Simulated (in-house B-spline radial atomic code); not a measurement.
Atomic self-consistent-field run: Pb VIII (Pb7+) (with a hole in an inner shell). Method: Dirac-Hartree-Fock, average of the jj configuration, Fermi nucleus of rms radius 5.5012 fm. Calculated with an all-electron radial atomic-structure program (B-spline basis).

In the input, a minus or plus after the letter marks the j = l - 1/2 or j = l + 1/2 subshell.

Command:
```bash
python run_scf.py task.json out
```
Settings (nuclear radius in fm, mass in u):
```
Z                82
configuration    1s2 2s2 2p6 3s2 3p6 3d10 4s2 4p-1 4p+4 4d10 4f14 5s2 5p6 5d8
hamiltonian      dirac
method           hf
spin_polarised   False
nucleus          fermi
rms_radius       5.5012
atomic_mass      207.97665
speed_of_light   137.035999084
```

Output (hartree, bohr):
```
 radial grid: 66 intervals, B-splines of order 8, outer radius 18.8312 bohr

 iter        energy (Eh)    residual
    1      -20862.988629    1.04e+00
    2      -20871.054782    3.89e-01
    3      -20872.946109    8.57e-02
    4      -20873.026342    2.88e-02
    5      -20873.034947    6.99e-03
    6      -20873.035536    2.89e-03
    7      -20873.035636    5.19e-05
    8      -20873.035636    1.06e-05
    9      -20873.035636    5.61e-07

 total energy                    -20873.03564
 kinetic                           24255.3151
 electron-nucleus                 -52492.1288
 electron-electron                  7363.7780

 first-order corrections (not in the total)
   Gaunt                            27.5859
   retardation                      -2.9246
   frequency dependence             -0.5655
   self-energy                      20.9668
   Uehling                          -4.4504
   Wichmann-Kroll                    0.2048
   recoil                            0.0330

 orbital      occ     eigenvalue          <r>       <r^2>       <1/r>     <1/r^3>       r_max    small
 1s1/2      2.000     -3260.9406    0.0160535 0.000357401     101.244           -    0.009847  9.78e-02
 2s1/2      2.000      -592.6632    0.0668726  0.00535978     25.0545           -     0.05734  2.26e-02
 2p1/2      2.000      -568.2540    0.0549487  0.00378451     24.9609           -     0.04204  2.26e-02
 2p3/2      4.000      -487.7002    0.0638172  0.00496087     19.9581     23346.7     0.04971  1.99e-02
 3s1/2      2.000      -148.3317     0.173616   0.0346314     9.20272           -      0.1612  7.62e-03
 3p1/2      2.000      -137.3177     0.164518   0.0316293     9.08929           -      0.1505  7.54e-03
 3p3/2      4.000      -119.1832     0.180416   0.0378238      7.7975     5540.45      0.1658  6.78e-03
 3d3/2      4.000      -101.4049     0.156994   0.0289373     7.67775     967.165      0.1289  6.63e-03
 3d5/2      6.000       -97.5849     0.161893   0.0306457     7.38681     790.806      0.1331  6.42e-03
 4s1/2      2.000       -38.1517     0.382914    0.165497     3.90022           -      0.3622  2.61e-03
 4p1/2      1.000       -33.6367     0.385781    0.169636     3.78363           -      0.3605  2.51e-03
 4p3/2      4.000       -28.9630     0.416456    0.197026     3.36253     1373.04      0.3903  2.25e-03
 4d3/2      4.000       -21.0459     0.421382    0.204972     3.16065     218.687       0.382  2.04e-03
 4d5/2      6.000       -20.3581     0.431247    0.214403       3.065     175.551      0.3912  1.97e-03
 4f5/2      6.000       -10.1769     0.440281    0.230189     2.73856     39.0268      0.3457  1.61e-03
 4f7/2      8.000       -10.0390     0.445404    0.235324     2.70258     37.0798      0.3501  1.59e-03
 5s1/2      2.000        -9.9453     0.844437    0.796618      1.6273           -       0.785  7.04e-04
 5p1/2      2.000        -8.1587     0.892166    0.894522      1.5338           -      0.8214  6.49e-04
 5p3/2      4.000        -7.2646     0.965548     1.04468     1.37476     262.498      0.8864  5.53e-04
 5d3/2      3.200        -4.6736      1.12513     1.43428     1.15982     32.9611      0.9981  4.13e-04
 5d5/2      4.800        -4.5542      1.15332     1.50562     1.12489     25.9135       1.023  3.92e-04
```

Run time, properties included: 1.4 s on 1 thread of Arm Neoverse V1, with other jobs on the host.

For the Dirac Hamiltonian the kinetic term is c α·p + (β - 1)c².
